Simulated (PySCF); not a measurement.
A structure optimised at B3LYP-D3(BJ)/def2-TZVP, used in a PySCF frequency run:

```
Se
Cl 1 2.1858
I 1 2.5289 2 102.82
```
Charge 0, spin multiplicity 1.

Task: Write its SMILES, formula and point group.

Result: Cl[Se]I, ClISe, Cs

Task: What are its rotational constants (standard atomic weights)?

Result: 5.7580, 1.0372, 0.87889 GHz
